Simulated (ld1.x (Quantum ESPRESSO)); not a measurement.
**What one change does to a pseudopotential (arsenic (As), PAW)**

```json
{"Element": "arsenic (As)", "Generator": "ld1.x (Quantum ESPRESSO) 7.5", "Type": "PAW", "Functional": "PBE", "Relativity": "scalar-relativistic", "Frozen core": "[Ar] 3d10", "Valence charge": "5", "Reference configuration": "4s2 4p3", "Partial waves": "4s (bound): rcut 1.30, rcutus 1.70 bohr; 4s channel at 0.05 Ry: rcut 1.30, rcutus 1.70 bohr; 4p (bound): rcut 1.60, rcutus 1.85 bohr; 4p channel at -0.05 Ry: rcut 1.60, rcutus 1.85 bohr; 4d channel at 0.45 Ry: rc 1.50 bohr", "Local potential": "the d channel", "Core correction": "a·sin(br)/r model core, default radius (core density twice the valence density)", "Augmentation charge": "PSQ, inside the norm-conserving radii"}
```

All-electron outer shells of the reference configuration (PBE, scalar-relativistic, ld1.x):

```json
{"shell": "3p", "level (eV)": "-133.68", "outermost node (bohr)": "0.22", "outermost maximum (bohr)": "0.52"}
{"shell": "3d", "level (eV)": "-40.65", "outermost node (bohr)": "–", "outermost maximum (bohr)": "0.47"}
{"shell": "4s", "level (eV)": "-14.49", "outermost node (bohr)": "0.73", "outermost maximum (bohr)": "1.61"}
{"shell": "4p", "level (eV)": "-5.19", "outermost node (bohr)": "0.78", "outermost maximum (bohr)": "2.00"}
```

Change: waves 4p (bound): rcut 1.60, rcutus 2.36 bohr; 4p channel at -0.05 Ry: rcut 1.60, rcutus 2.36 bohr.

Cutoffs: the cutoffs (Ry, on a coarse ladder) from which the occupation-weighted sum of valence levels, in a spherical-Bessel basis at the reference potential, stays within 10 and 1 mRy of its value at 400 Ry; they do not see the model core or the augmentation charge, which bear on the density cutoff. Errors are all-electron minus pseudo energies relative to the spin-unpolarised reference configuration.

**Question.** What does the change do?

**Answer.** Both files keep a bound ghost (s); of the 7 tests that both files solve, the error grows in 0 and shrinks in 2 by more than 15 % and 0.3 meV (median size 12.7 → 7.9 meV).

| quantity | base | changed |
| --- | --- | --- |
| cutoffs, loose and tight | 10 Ry, 25 Ry | not determined |
| bound ghosts | s | s (p not tested, overlap not positive) |
| error for 4s2 4p2, meV [ΔE 9.15 eV] | -5.2 | -5.0 |
| error for 4s2 4p1, meV [ΔE 27.07 eV] | -37 | -36 |
| error for 4s2 4p0, meV [ΔE 54.77 eV] | -145 | -145 |
| error for 4s2 4p3.3, meV [ΔE -1.23 eV] | +0.1 | +0.1 |
| error for 4s1 4p4, meV [ΔE 9.42 eV] | -13 | -7.9 |
| error for 4s0 4p5, meV [ΔE 19.06 eV] | -53 | -28 |
| error for 4s2 4p2.5, meV [ΔE 3.56 eV] | -1.2 | -1.1 |
| lowest overlap eigenvalue by channel | s 0.13, p 0.60 | s 0.13, p -33.77 |

Changed file: the overlap operator is not positive definite in a basis up to 400 Ry (lowest eigenvalue p -33.77), so the file is unfit for use: the generalised eigenproblem breaks down once the basis is large enough, and its test numbers describe a broken file. A true bound ghost makes a file unfit for plane-wave use even where its test errors are small: the radial tests pick states by their node count and pass the ghost by.
